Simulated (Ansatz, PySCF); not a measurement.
CHCl₂F₃Si, SMILES C(F)(F)(F)[SiH](Cl)Cl. Atoms are numbered in the order given.

```xyz
8

Si     0.5151    -0.5753     0.0000
Cl     1.4033     0.1696     1.6772
Cl     1.4033     0.1696    -1.6772
C     -1.3110     0.0264     0.0000
F     -1.4138     1.3623     0.0000
F     -1.9577    -0.4367    -1.0855
F     -1.9577    -0.4367     1.0855
H      0.5483    -2.0496     0.0000
```

Geometry: ωB97X-D3(BJ)/def2-SVP.

Two levels are set side by side: PBE-D3(BJ)/def2-SVP (Ansatz, a first-principles code) and ωB97X-D3(BJ)/def2-SVP (PySCF). Each level has its own optimised geometry; the coordinates shown are those of the second. Frequencies come from the Hessian of PySCF at each geometry. Differences are taken from unrounded values.

```json
[
 {"quantity": "mean bond length (Å)", "ωB97X-D3(BJ)": "1.644", "PBE-D3(BJ)": "1.660", "PBE-D3(BJ) minus ωB97X-D3(BJ)": "0.016"},
 {"quantity": "bond Si1–Cl2 (Å)", "ωB97X-D3(BJ)": "2.039", "PBE-D3(BJ)": "2.060", "PBE-D3(BJ) minus ωB97X-D3(BJ)": "0.021"},
 {"quantity": "bond Si1–Cl3 (Å)", "ωB97X-D3(BJ)": "2.039", "PBE-D3(BJ)": "2.060", "PBE-D3(BJ) minus ωB97X-D3(BJ)": "0.021"},
 {"quantity": "bond Si1–C4 (Å)", "ωB97X-D3(BJ)": "1.923", "PBE-D3(BJ)": "1.940", "PBE-D3(BJ) minus ωB97X-D3(BJ)": "0.018"},
 {"quantity": "bond C4–F5 (Å)", "ωB97X-D3(BJ)": "1.340", "PBE-D3(BJ)": "1.350", "PBE-D3(BJ) minus ωB97X-D3(BJ)": "0.010"},
 {"quantity": "bond C4–F6 (Å)", "ωB97X-D3(BJ)": "1.346", "PBE-D3(BJ)": "1.358", "PBE-D3(BJ) minus ωB97X-D3(BJ)": "0.012"},
 {"quantity": "bond C4–F7 (Å)", "ωB97X-D3(BJ)": "1.346", "PBE-D3(BJ)": "1.358", "PBE-D3(BJ) minus ωB97X-D3(BJ)": "0.012"},
 {"quantity": "bond Si1–H8 (Å)", "ωB97X-D3(BJ)": "1.475", "PBE-D3(BJ)": "1.491", "PBE-D3(BJ) minus ωB97X-D3(BJ)": "0.017"},
 {"quantity": "highest harmonic wavenumber (cm⁻¹)", "ωB97X-D3(BJ)": "2348", "PBE-D3(BJ)": "2229", "PBE-D3(BJ) minus ωB97X-D3(BJ)": "-119"},
 {"quantity": "mean harmonic wavenumber (cm⁻¹)", "ωB97X-D3(BJ)": "673", "PBE-D3(BJ)": "633", "PBE-D3(BJ) minus ωB97X-D3(BJ)": "-40"},
 {"quantity": "zero-point energy (kcal/mol)", "ωB97X-D3(BJ)": "17.31", "PBE-D3(BJ)": "16.30", "PBE-D3(BJ) minus ωB97X-D3(BJ)": "-1.02"}
]
```

Exact exchange shortens and stiffens bonds; PBE has none. Differences between two approximate levels are no errors against the true value.
